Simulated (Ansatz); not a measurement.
Relaxing a trial structure of GaNOS

The starting geometry of this gas-phase singlet was optimised with GFN2-xTB.

| atom | x (Å) | y (Å) | z (Å) |
| --- | --- | --- | --- |
| Ga | -0.8215 | 0.5604 | -1.0440 |
| N | 1.1111 | 0.1566 | 0.7590 |
| O | 0.6515 | 1.2253 | 0.1896 |
| S | 1.1220 | -1.1758 | -0.1004 |

Q: Predict what becomes of its bonds when it is optimised with PBE0-D3(BJ)/def2-SVP.

A: A new bond forms, giving a structure given below by its coordinates. Distances that change by over a tenth: Ga1–O3 (2.03 → 2.24 Å). Contacts that close: Ga1–S4 (2.77 → 2.55 Å).

The energy falls by 0.18 eV over 10 steps:

| step | E − E(last) (eV) |
| --- | --- |
| 1 | 0.178 |
| 2 | 0.110 |
| 3 | 0.054 |
| 4 | 0.012 |
| 5 | 0.002 |
| 6 | 0.000 |
| 7 | 0.000 |
| 8 | 0.000 |
| 9 | 0.000 |
| 10 | 0.000 |

Final geometry (Å):

```xyz
4

Ga   -0.8069    0.4193   -1.1059
N     1.1802    0.2301    0.7807
O     0.7093    1.2671    0.3116
S     0.9805   -1.1500   -0.1822
```

Frequencies at the end are all real (lowest 134 cm⁻¹). Run with Ansatz 0.2.0, 46 s on 1 thread of Intel(R) Xeon(R) Processor @ 2.50GHz (Skylake/Cascade Lake), with other jobs on the host.
